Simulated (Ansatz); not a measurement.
# Abstraction of Br: GeH2Br2 + SiH3(SiH2) → GeH2Br + SiH2(SiH3)Br

Species: GeH2Br2 `[Br][GeH2][Br]`, singlet; SiH3(SiH2), doublet; GeH2Br `[GeH2][Br]`, doublet; SiH2(SiH3)Br, singlet. A radical takes Br: the energy is the difference in strength between the Ge–Br bond broken and the Si–Br bond made.

Shapes, held fixed at every level: PBE0-D4/def2-TZVP. Programs: Ansatz 0.2.0. The zero-point and thermal change to 298 K, harmonic and unscaled (PBE0-D4/def2-TZVP), is +0.6 kJ/mol.

```tsv
level	kind	ΔH(298 K) (kJ/mol)	less CCSD(T)/def2-TZVPP	CPU time (sum over the molecules)
HF/def2-SVP	Hartree–Fock	-24.0	+0.7	–
HF/def2-TZVPP	Hartree–Fock	-28.7	-4.0	–
PBE-D4/def2-TZVPP	GGA	-29.9	-5.2	23 s
B3LYP-D4/def2-TZVPP	global hybrid	-33.4	-8.7	41 s
r2SCAN0-D4/def2-TZVPP	global hybrid	-28.1	-3.4	53 s
CCSD(T)/def2-SVP	coupled cluster or CI	-21.7	+3.0	34 s
CCSD(T)/def2-TZVPP	coupled cluster or CI	-24.7	0.0	6.4 min
```

The highest level, CCSD(T)/def2-TZVPP, gives ΔH(298 K) = -24.7 kJ/mol; the levels span -33.4 to -21.7. The column of differences is taken from that level and isn't an error. No measured value is set beside it here. Open shells run unrestricted. Relativity is left out for Br, Ge. Outer-core shells of Br, Ge are correlated, in sets that cover them unevenly. Times are processor times on shared x86 and Arm servers, and rough.
